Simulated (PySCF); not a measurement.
Property card for `Oc1ccc(CC(F)(F)F)cc1`

C₈H₇F₃O.
Numbering: `[OH:1][c:2]1[cH:3][cH:4][c:5]([CH2:6][C:7]([F:8])([F:9])[F:10])[cH:11][cH:12]1` (hydrogens: H13 on O1; H14 on C3; H15 on C4; H16, H17 on C6; H18 on C11; H19 on C12)

Some functional groups and rings: benzene ring, phenol-type hydroxyl, CF3 group and C–F bond.

PBE0-D3(BJ)/def2-SVP geometry optimisation, gas phase (PySCF):

| Quantity | Value |
| --- | --- |
| Rotational constants A, B, C | 2.490, 0.467, 0.440 GHz |

From PBE0/def2-SVPD ground state and vertical TDDFT (core frozen in the response) (PySCF):

| Quantity | Value |
| --- | --- |
| Dipole moment | 2.68 D |
| HOMO energy | -6.75 eV |
| LUMO energy | -0.60 eV |
| HOMO–LUMO gap | 6.15 eV |
| Lowest singlet excitation | 5.07 eV (245 nm, f = 0.025) |
| Strongest line among the 10 lowest singlet transitions | S6 at 6.87 eV (180 nm, f = 0.667) |
| Lowest triplet excitation (Tamm–Dancoff) | 3.94 eV |
| Static isotropic polarisability | 99.3 au |
| Electronic spatial extent ⟨r²⟩ about the centre of nuclear charge | 2395 bohr² |

B97-2/pcSseg-2 ground state and GIAO shieldings, non-relativistic (PySCF):

| Property | Result |
| --- | --- |
| 13C chemical shifts (computed TMS as zero) by class | 164.5 (C2), 139.6 (C4/C11), 134.0 (C7), 128.3 (C5), 119.4 (C3/C12), 43.1 (C6) ppm |
| 1H chemical shifts (computed TMS as zero) by class | 7.33 (H15/H18), 6.78 (H14/H19), 4.10 (H13), 3.10 (H16/H17) ppm |
| Isotropic shieldings of nuclei other than C and H, by class | 209 (O1), 259 (F8/F9/F10) ppm |

B3LYP/pcJ-1 indirect spin-spin coupling, non-relativistic, gas phase; spin–dipole term left out for some pairs (PySCF):

| Quantity | Value |
| --- | --- |
| Largest of the computed one-bond spin–spin couplings (means over like bonds) | 19F–13C -341.4 (F8–C7 and 2 like it), 13C–1H +165.5 (C3–H14 and 1 like it), 13C–1H +165.5 (C4–H15 and 1 like it), 13C–1H +135.2 (C6–H16 and 1 like it), 17O–1H -78.0 (O1–H13) Hz |

Monoisotopic mass from the formula: 176.0449 u.

The largest Löwdin shares of the HOMO are 0.20 on C5, 0.18 on O1, 0.17 on C2 and 0.11 on C12. The vertical singlet–triplet gap S1 − T1 is 1.13 eV (TDDFT singlet less Tamm–Dancoff triplet; S1: HOMO→LUMO, weight 0.81; T1: HOMO→LUMO+1, weight 0.69). In wavenumbers S1 is 40900 cm⁻¹ (1 eV = 8065.54 cm⁻¹). No computed singlet falls in the visible range (750 to 380 nm, 1.65 to 3.26 eV); S1 lies 1.81 eV above its blue end. The polarisability is 14.72 Å³ as a volume (1 au = 0.148185 Å³), or 1.10 au for each of the 90 electrons. In atomic units the dipole is 1.05 e·bohr (1 au = 2.5417 D). The rotational constants make it an asymmetric top with κ = (2B − A − C)/(A − C) = -0.97, nearer the prolate limit (−1). The largest Löwdin shares of the LUMO are 0.18 on C4, 0.18 on C3, 0.18 on C11 and 0.18 on C12.

One conformer (not necessarily the lowest) at the PBE0-D3(BJ)/def2-SVP geometry, without solvent or vibrations. NMR classes are plain means over equivalent atoms (diastereotopic ones count apart unless rotation or inversion swaps them), as if these changed places fast; in this geometry the members of some classes differ.

Shape of the structure used: `[OH:1][c:2]1[cH:3][cH:4][c:5]([CH2:6][C:7]([F:8])([F:9])[F:10])[cH:11][cH:12]1`: C4–C5–C6–C7 -86°, C5–C6–C7–F8 180°, H–O1–C2–C3 1°.
